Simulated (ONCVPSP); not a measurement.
## tantalum (Ta): one change to an ONCV potential, before and after

- Element: tantalum (Ta)
- Generator: ONCVPSP 4.0.1
- Type: optimised norm-conserving Vanderbilt (ONCV)
- Functional: PBEsol
- Relativity: scalar-relativistic
- Frozen core: [Kr] 4d10 4f14
- Valence charge: 13
- Reference configuration: 5s2 5p6 5d3 6s2
- Partial waves: 5s+6s: rc 1.50 bohr, ncon 3, nbas 6, qcut 7.5 1/bohr, 2 projectors; 5p: rc 2.00 bohr, ncon 4, nbas 8, qcut 6.3 1/bohr, 2 projectors, debl 2.4 Ha; 5d: rc 2.10 bohr, ncon 5, nbas 8, qcut 3.9 1/bohr, 2 projectors, debl 2.2 Ha
- Local potential: polynomial inside 1.15 bohr (lpopt 5, dvloc0 0 Ha)
- Core correction: none

Change: d: nbas 9.

Cutoffs: the cutoffs (Ha) at which the residual kinetic energy of the hardest occupied pseudo-wave falls to 1 and 0.1 mHa per electron; they do not see the model core or the augmentation charge, which bear on the density cutoff. Errors are all-electron minus pseudo energies relative to the spin-unpolarised reference configuration.

Problem. How do hardness, ghosts and transferability respond?

Solution. The potential gets harder (37 Ha and 47 Ha → 48 Ha and 64 Ha); the bound ghost in d disappears; of the 4 tests that both files solve, the error grows in 0 and shrinks in 2 by more than 15 % and 0.3 meV (median size 2.3 → 1.9 meV).

```csv
quantity,base,changed
"cutoff, loose",37 Ha,48 Ha
"cutoff, tight",47 Ha,64 Ha
loose cutoff by channel,"s 22 Ha, p 11 Ha, d 37 Ha","s 22 Ha, p 11 Ha, d 48 Ha"
bound ghosts,d,none
GHOST(+) flags under 300 eV,s at 119.5 eV,"s at 119.5 eV, d at 228.5 eV"
"error for 5s2 5p6 5d3 6s1, meV [ΔE 8.51 eV]",-2.3,-2.1
"error for 5s2 5p6 5d3 6s0, meV [ΔE 23.48 eV]",-0.5,+0.1
"error for 5s2 5p6 5d2 6s0, meV [ΔE 47.09 eV]",-7.6,-8.6
"error for 5s2 5p6 5d3.5 6s1.5, meV [ΔE 0.99 eV]",-2.3,-1.7
s: phases at 1.52 bohr within 0.05 rad from the reference energy up to (Ha; the scan ends near 5),3.0,3.0
p: phases at 2.03 bohr within 0.05 rad from the reference energy up to (Ha; the scan ends near 5),to the end of the scan,to the end of the scan
d: phases at 2.13 bohr within 0.05 rad from the reference energy up to (Ha; the scan ends near 5),to the end of the scan,to the end of the scan
```

 A true bound ghost makes a file unfit for plane-wave use even where its test errors are small: the radial tests pick states by their node count and pass the ghost by.
